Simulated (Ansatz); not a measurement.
Reaction (hydrogenolysis of the As–N bond): `N[AsH]N[SiH3]` + H₂ → `N[AsH2]` + `N[SiH3]`

Calculated with Ansatz (gas phase, PBE0-D4/def2-TZVP geometries, no zero-point term in ΔE). CCSD(T)/CBS adds triple-zeta CCSD(T) − MP2 to the extrapolated MP2 energy (def2 sets, frozen cores). This one scheme is used for every species. DFT in def2-TZVPP. B3LYP here is the variant with VWN-RPA as its local correlation; programs differ in this. For As outer-core shells are correlated without core-valence functions, which leaves a few kJ/mol of doubt a bond. Scalar relativity is left out up to krypton. Each species was taken in one conformer, which may not be the lowest.

`N[AsH]N[SiH3]`:

Cartesian coordinates in Å:
```
N 0.228 0.918 2.164
As 1.200 0.646 0.623
N -0.027 0.283 -0.720
Si -0.301 -1.279 -1.388
H 0.004 0.054 2.638
H -0.606 1.482 2.076
H 1.265 2.138 0.309
H -0.664 1.030 -0.953
H 0.816 -2.140 -0.920
H -0.323 -1.240 -2.876
H -1.590 -1.892 -0.952
```

H₂:

Cartesian coordinates in Å:
```
H 0.027 -0.192 0.319
H -0.027 0.192 -0.319
```

`N[AsH2]`:

Cartesian coordinates in Å:
```
N -0.788 -0.119 0.530
As 0.166 0.249 -1.016
H -0.222 -0.372 1.327
H -1.374 0.666 0.780
H 0.718 -1.161 -1.186
H 1.500 0.738 -0.434
```

`N[SiH3]`:

Cartesian coordinates in Å:
```
N -0.773 -0.555 0.482
Si 0.400 0.422 -0.311
H -0.701 -0.712 1.475
H -1.135 -1.372 0.019
H 0.544 1.682 0.464
H 1.763 -0.173 -0.448
H -0.097 0.709 -1.681
```

```
        level  ΔE (kJ/mol)  difference from CCSD(T)/CBS
    revPBE-D4        -10.1                          8.3
      PBE0-D4        -22.0                         -3.6
   r2SCANh-D4        -20.7                         -2.3
         BLYP        -27.6                         -9.2
        B3LYP        -30.8                        -12.4
      r2SCANh        -23.2                         -4.8
  HF/def2-SVP        -46.5                        -28.1
CCSD/def2-SVP        -31.2                        -12.8
HF/def2-TZVPP        -42.5                        -24.1
MP2/CBS(def2)        -10.0                          8.4
  CCSD(T)/CBS        -18.4                            0
```

Largest T1 diagnostic among the species: 0.011.

In def2-TZVPP, CCSD(T) changes the Hartree–Fock value by +24.9 kJ/mol (the triples alone add +6.3 kJ/mol) and MP2 by +33.2 kJ/mol. From r2SCAN to r2SCAN0 (25 % exact exchange), in def2-TZVPP and without D4, ΔE moves by −5.0 kJ/mol.

CCSD(T)/CBS has its own doubt, a few kJ/mol and more with outer-core shells, so smaller differences from it don't rank the levels.
